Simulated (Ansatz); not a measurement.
Interaction energy ladder

The pair of HF (SMILES F, atoms 1–2) and AlF₃ (SMILES F[Al](F)F, atoms 3–6), both closed shells, in one local arrangement (a lower one may exist), relaxed at PBE0-D4/def2-TZVP:

F1  (-0.037, 0.291, -1.364)
H2  (0.454, -0.472, -1.600)
F3  (0.678, 1.430, 1.111)
Al4  (-0.120, 0.094, 0.601)
F5  (0.755, -1.301, 0.390)
F6  (-1.730, -0.042, 0.863)
(Å)

Program: Ansatz 0.2.0. Basis: def2-TZVPPD, with def2-QZVPPD for the basis limit. Cores are frozen in the correlated methods. B3LYP uses VWN-RPA correlation. Extrapolation: Hartree–Fock as exp(−7.88 √X), correlation as X^−2.97. Interaction energies count from these two fragments, frozen as in the pair, with the counterpoise correction; negative means bound.

Task: What is the interaction energy by CCSD(T) at an estimated basis limit (MP2 extrapolated from triple and quadruple zeta, plus CCSD(T) − MP2 in triple zeta)? (An estimate is asked for; the value comes from the calculation.)

Result: The calculation gives: -20.36 kcal/mol. Hartree–Fock alone gives -20.18 kcal/mol at the basis limit. It counts from the two fragments frozen as in the pair.

The same quantity by other methods in triple zeta, and each one's difference from that estimate:
```json
{"method": "PBE-D4", "E_int (kcal/mol)": "-17.52", "difference": "2.84"}
{"method": "revPBE-D4", "E_int (kcal/mol)": "-15.03", "difference": "5.34"}
{"method": "BLYP-D4", "E_int (kcal/mol)": "-15.90", "difference": "4.47"}
{"method": "r2SCAN-D4", "E_int (kcal/mol)": "-21.45", "difference": "-1.09"}
{"method": "B97M-V", "E_int (kcal/mol)": "-20.88", "difference": "-0.52"}
{"method": "PBE0-D4", "E_int (kcal/mol)": "-19.76", "difference": "0.60"}
{"method": "B3LYP-D4", "E_int (kcal/mol)": "-18.57", "difference": "1.80"}
{"method": "HSE06-D4", "E_int (kcal/mol)": "-19.67", "difference": "0.69"}
{"method": "wB97X-V", "E_int (kcal/mol)": "-19.91", "difference": "0.46"}
{"method": "wB97M-V", "E_int (kcal/mol)": "-20.24", "difference": "0.12"}
{"method": "B2PLYP", "E_int (kcal/mol)": "-18.26", "difference": "2.10"}
{"method": "HF", "E_int (kcal/mol)": "-19.68", "difference": "0.68"}
{"method": "MP2", "E_int (kcal/mol)": "-17.95", "difference": "2.41"}
{"method": "CCSD", "E_int (kcal/mol)": "-18.81", "difference": "1.56"}
{"method": "CCSD(T)", "E_int (kcal/mol)": "-18.64", "difference": "1.72"}
```
Differences are method less estimate.

Task: Which atoms make the shortest contact between the fragments?

Result: F1 and Al4, 1.98 Å apart.

Energy to bend the free fragments (PBE0-D4 minima) into their shapes in the pair, CCSD(T)/def2-TZVPPD: HF 0.24 kcal/mol; AlF₃ 2.97 kcal/mol. This must be added to the interaction energy to get the binding energy from relaxed fragments.

Basis-set superposition shift (counterpoise-corrected less uncorrected): CCSD(T) 1.34; MP2 1.27; HF 0.23; PBE0-D4 0.26; wB97M-V 0.24 kcal/mol.

T1 diagnostic: at most 0.014.

For scale, one of the runs: CCSD(T)/def2-TZVPPD, 225 basis functions, launched by `ansatz run in.yaml --threads 4 --pin off --events-out ev --progress --plain --max-ram 9574MiB`. Time: 56 s of wall clock on 4 CPU threads of an Intel Xeon Platinum 8488C; the host was shared. Peak host memory: 3.9 GiB.
